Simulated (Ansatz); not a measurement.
**A ladder of methods for GaF (SMILES [F][Ga])**

GaF has 2 atoms, charge 0, and is taken as a singlet. SMILES: `[F][Ga]`. Geometry: relaxed at PBE0-D4/def2-TZVP.

```
atom   x (Å)   y (Å)   z (Å)
   F  0.0000  0.0000  0.0063
  Ga  0.0000  0.0000  1.7929
```

Quantity: the energy change with the F1–Ga2 bond stretched from 1.787 to 4.466 Å, in eV. The values are calculated.

```tsv
level	kind	program	value (eV)
HF/STO-3G (restricted)	Hartree–Fock	Ansatz	10.06
SVWN5/STO-3G (restricted)	LDA	Ansatz	7.68
BLYP/STO-3G (restricted)	GGA	Ansatz	7.25
revPBE/STO-3G (restricted)	GGA	Ansatz	7.06
B3LYP/STO-3G (restricted)	global hybrid	Ansatz	8.08
BHLYP/STO-3G (restricted)	global hybrid	Ansatz	8.87
CAM-B3LYP/STO-3G (restricted)	range-separated hybrid	Ansatz	8.88
B2PLYP/STO-3G (restricted)	double hybrid	Ansatz	5.32
MP2/STO-3G (restricted)	perturbation theory	Ansatz	3.70
```

All-electron rows without a relativistic Hamiltonian named are non-relativistic. The first shape isn't each level's own minimum. The values span 3.70 to 10.06 eV. All rows use very small basis sets, so none should be taken for the real molecule's value. In the correlated wave-function rows the outer d shell of Ga is correlated, in sets not made for it.
